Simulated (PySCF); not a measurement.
# Ions at one geometry of [Pb(H2O)6]4+

PySCF 2.14.0, RKS PBE0, Pb def2-SVP with ECP60, O def2-SVP, H def2-SVP; non-relativistic Hamiltonian with scalar-relativistic core potentials where named; density fitting; no spin-orbit coupling; singlets restricted, open shells unrestricted. The geometry is relaxed for charge +4, singlet, vacuum:

```xyz
19

Pb    0.0000    0.0000    0.0000
O     0.0000    0.0000    2.2175
H     0.8017   -0.0068    2.7981
H    -0.8017    0.0068    2.7981
O     0.0000    0.0000   -2.2175
H     0.8017    0.0068   -2.7981
H    -0.8017   -0.0068   -2.7981
O     2.2175    0.0000    0.0000
H     2.7981   -0.8017   -0.0014
H     2.7981    0.8017    0.0014
O     0.0000    2.2176    0.0000
H     0.0074    2.7982    0.8018
H    -0.0074    2.7982   -0.8018
O    -2.2175    0.0000    0.0000
H    -2.7981    0.8017   -0.0014
H    -2.7981   -0.8017    0.0014
O     0.0000   -2.2176    0.0000
H    -0.0074   -2.7982    0.8018
H     0.0074   -2.7982   -0.8018
```

Energies count from the relaxed state; an electron taken off or put on is at rest in vacuum. Charges and spins are Mulliken's.

| state | energy (eV) | spin squared | charge on Pb1 (e) | spin on Pb1 (e) | dipole about the centre of mass (D) |
| --- | --- | --- | --- | --- | --- |
| charge +4, singlet, vacuum | 0.00 | 0.00 | 1.52 | 0.00 | 0.00 |
| charge +3, doublet, vacuum | -21.63 | 0.75 | 1.24 | 0.53 | 0.00 |

What does the state charge +5, doublet, vacuum give?

energy (eV) 30.60, spin squared 0.75, charge on Pb1 (e) 1.57, spin on Pb1 (e) -0.04, dipole about the centre of mass (D) 0.00.

With an electron taken off (doublet) the charges change, summed by element, by Pb +0.05 e, O +0.55 e, H +0.40 e. The vertical ionisation energy is 30.60 eV, against −ε(HOMO) = 28.65 eV of the relaxed state. The level lies 2.0 eV too high, as is usual for semilocal functionals and global hybrids, which keep a self-interaction error.

With an electron put on (doublet) the charges change, summed by element, by Pb -0.29 e, O -0.17 e, H -0.54 e. The vertical electron affinity is 21.63 eV, against −ε(LUMO) = 23.69 eV of the relaxed state.

Open shells may have lower solutions than those found.
